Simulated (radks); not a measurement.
Results of a calculation; reference values are marked as such.
Problem. Cs+, configuration [Xe]. Level of theory: Dirac Kohn-Sham, PBE, spin-unpolarised, spherical densities, finite nucleus; Fermi nuclear charge, rms radius 4.8041 fm (a radial shooting solver on a logarithmic mesh with Libxc functionals). Some entries of the table are withheld. Estimate them.

| orbital | occ. | eigenvalue (Ry) | r(max) (bohr) | <r> (bohr) |
|---|---|---|---|---|
| 1s1/2 | 2 | -2629.322 | 0.01678 | 0.02611 |
| 2s1/2 | 2 | -412.6132 | 0.09503 | 0.1117 |
| 2p1/2 | 2 | -388.2064 | 0.07270 | 0.09403 |
| 2p3/2 | 4 | -362.3154 | 0.07768 | 0.09992 |
| 3s1/2 | 2 | -86.08709 | 0.2727 | 0.2987 |
| 3p1/2 | 2 | -75.88981 | 0.2592 | 0.2887 |
| 3p3/2 | 4 | -70.92811 | 0.2702 | 0.3005 |
| 3d3/2 | 4 | -53.00878 | (1) | (2) |
| 3d5/2 | 6 | -51.95544 | (3) | (4) |
| 4s1/2 | 2 | -16.55691 | 0.6430 | 0.6947 |
| 4p1/2 | 2 | -12.89733 | 0.6568 | 0.7206 |
| 4p3/2 | 4 | -11.88536 | 0.6809 | 0.7481 |
| 4d3/2 | 4 | -5.93526 | 0.7163 | 0.8307 |
| 4d5/2 | 6 | -5.76733 | 0.7245 | 0.8411 |
| 5s1/2 | 2 | -2.34451 | 1.545 | 1.739 |
| 5p1/2 | 2 | (5) | (6) | 2.009 |
| 5p3/2 | 4 | (7) | (8) | 2.101 |

Solution. 
(1) 3d3/2 r(max) (bohr): 0.2186
(2) 3d3/2 <r> (bohr): 0.2714
(3) 3d5/2 r(max) (bohr): 0.2217
(4) 3d5/2 <r> (bohr): 0.2751
(5) 5p1/2 eigenvalue (Ry): -1.45556
(6) 5p1/2 r(max) (bohr): 1.729
(7) 5p3/2 eigenvalue (Ry): -1.33445
(8) 5p3/2 r(max) (bohr): 1.803
